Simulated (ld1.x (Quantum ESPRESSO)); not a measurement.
## As: PAW pseudisation with PBE, scalar-relativistic reference atom.

```
Element                 : arsenic (As)
Generator               : ld1.x (Quantum ESPRESSO) 7.5
Type                    : PAW
Functional              : PBE
Relativity              : scalar-relativistic
Frozen core             : [Ar] 3d10
Valence charge          : 5
Reference configuration : 4s2 4p1 (charge +2)
Partial waves           : 4s (bound): rcut 1.60, rcutus 1.70 bohr; 4s channel at -2.15 Ry: rcut 1.60, rcutus 1.70 bohr; 4p (bound): rcut 1.50, rcutus 1.70 bohr; 4p channel at -1.2 Ry: rcut 1.50, rcutus 1.70 bohr; 4d channel at 0.25 Ry: rcut 1.20, rcutus 1.30 bohr
Local potential         : all-electron potential smoothed inside 1.35 bohr (lloc = -2)
Core correction         : Bessel-smoothed model core inside 0.65 bohr
Augmentation charge     : PSQ, inside the norm-conserving radii
```

- Cutoffs needed: 10 Ry and 18 Ry (the cutoffs (Ry, on a coarse ladder) from which the occupation-weighted sum of valence levels, in a spherical-Bessel basis at the reference potential, stays within 10 and 1 mRy of its value at 400 Ry)
- Ghost test: no extra level below or beside the all-electron valence levels (s, p, d, f tested) (spherical-Bessel basis up to 400 Ry, 20 bohr box)
- Largest excitation error: -38 meV (all-electron minus pseudo) for 4s2 4p0, out of 7 test configurations
- Lowest eigenvalue of the overlap operator: 0.41 (s channel)
- Density cutoff estimated by the generator: 296 Ry
